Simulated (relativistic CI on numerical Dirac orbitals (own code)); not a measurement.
## One change at a time: La28+

Base calculation: Dirac-Coulomb-Breit CI, separate exchange-only KLI orbitals for each configuration, model QED (radiative potential, 1s self-energy scaled to tabulated hydrogen-like ionisation energies), unscaled Slater integrals.

Configuration list (outside the closed core [Ar]): 3d¹⁰4s, 3d¹⁰4p, 3d¹⁰4d, 3d¹⁰4f, 3d¹⁰5s, 3d¹⁰5p, 3d¹⁰5d, 3d¹⁰5f, 3d¹⁰5g, 3d⁹4p², 3d¹⁰6s, 3d¹⁰6p, 3d¹⁰6d, 3d⁸4s4p², 3d⁹4s², 3d¹⁰6f. Levels of other configurations are missing.

Variants: (1) non-relativistic limit. Shifts of the energy above 3d¹⁰4s ²S1/2, in eV, for the lowest level and the first level of each name with at least 55 % of one term (blank where a level changes its place among those of its configuration and J or its character, or is not in the variant):

```tsv
Level	Base	Δ(1)
3d¹⁰4s ²S1/2	0.000	0.000
3d¹⁰4p ²P°1/2	59.271	-4.324
3d¹⁰4p ²P°3/2	83.965	-29.017
3d¹⁰4d ²D3/2	179.509	-30.993
3d¹⁰4d ²D5/2	184.494	-35.978
3d¹⁰4f ²F°5/2	286.530	-35.320
3d¹⁰4f ²F°7/2	287.332	-36.121
3d¹⁰5s ²S1/2	428.474	-18.857
3d¹⁰5p ²P°1/2	456.399	-20.633
3d¹⁰5p ²P°3/2	467.624	-31.859
3d¹⁰5d ²D3/2	511.998	-32.726
3d¹⁰5d ²D5/2	514.350	-35.077
3d¹⁰5f ²F°5/2	558.958	-34.847
3d¹⁰5f ²F°7/2	559.476	-35.365
3d¹⁰5g ²G7/2	578.024	-34.669
3d¹⁰5g ²G9/2	578.215	-34.860
3d¹⁰6s ²S1/2	636.210	-26.203
3d¹⁰6p ²P°1/2	651.489	-27.079
3d¹⁰6p ²P°3/2	657.568	-33.158
3d¹⁰6d ²D3/2	681.807	-33.605
3d¹⁰6d ²D5/2	683.115	-34.913
3d⁹4s² ²D5/2	700.692	+47.212
```

At this charge energies of transitions that change n are usually good to better than 1 %, and those within a shell (Δn = 0) to a few per cent.

Ionisation energy from the two ground configurations alone: base 1037.52 eV. The NIST ASD value (semi-empirical) is 1039.09 eV.

LS names give the leading component of a level, which can be under half, so a name can repeat, a term be missing and a line seem to break the LS rules.
